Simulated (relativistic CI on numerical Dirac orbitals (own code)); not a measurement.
# Ti3+: M2,3 absorption edge

Computed with this model: Dirac-Coulomb-Breit CI, separate exchange-only KLI orbitals for each configuration, model QED (radiative potential, 1s self-energy scaled to tabulated hydrogen-like ionisation energies), multiplet model of core-to-valence dipole absorption, unscaled Slater integrals; configurations [Ar] 3d → [Ne] 3s2 3p5 3d2; 10 K; Lorentzian 1.2 eV and Gaussian 0.3 eV FWHM. Energies are those of the free ion, without screening or charge transfer. The branching ratio is the share of the lower-energy edge in the whole absorption, uncertain by about 0.02 where the edges overlap. S is read from ⟨S²⟩ = S(S + 1).

Field parameters in Wybourne normalisation: Td as Oh with Dq negative (B⁴₀ = 21Dq, B⁴₄ = √(5/14) B⁴₀). The field is a parameter set, without covalency.

free ion: ground-state S = 0.50, centroid 49.45 eV. Peaks (eV, height): 46.2 (78), 50.8 (62), 52.0 (100).

Td, 10Dq = -1800 cm⁻¹: ground-state S = 0.50, centroid 49.50 eV. Peaks (eV, height): 46.5 (78), 52.0 (100).

Td, 10Dq = -4150 cm⁻¹: ground-state S = 0.50, centroid 49.52 eV. Peaks (eV, height): 46.5 (86), 52.0 (100).

Td, 10Dq = -6450 cm⁻¹: ground-state S = 0.50, centroid 49.54 eV. Peaks (eV, height): 46.8 (92), 52.2 (100).

Td, 10Dq = -8750 cm⁻¹: ground-state S = 0.50, centroid 49.56 eV. Peaks (eV, height): 47.0 (99), 52.2 (100).

Td, 10Dq = -11050 cm⁻¹: ground-state S = 0.50, centroid 49.58 eV. Peaks (eV, height): 47.0 (100), 52.5 (96).

Strongest unbroadened transitions for free ion:

```csv
Energy (eV),Relative strength
34.41,0.1
34.43,0.0
34.67,0.0
34.79,1.1
34.80,0.0
35.52,0.1
36.95,2.2
37.59,0.0
39.13,0.0
41.75,0.0
42.21,0.0
46.19,91.8
50.60,45.5
50.71,8.3
51.98,10.2
52.04,100.0
```
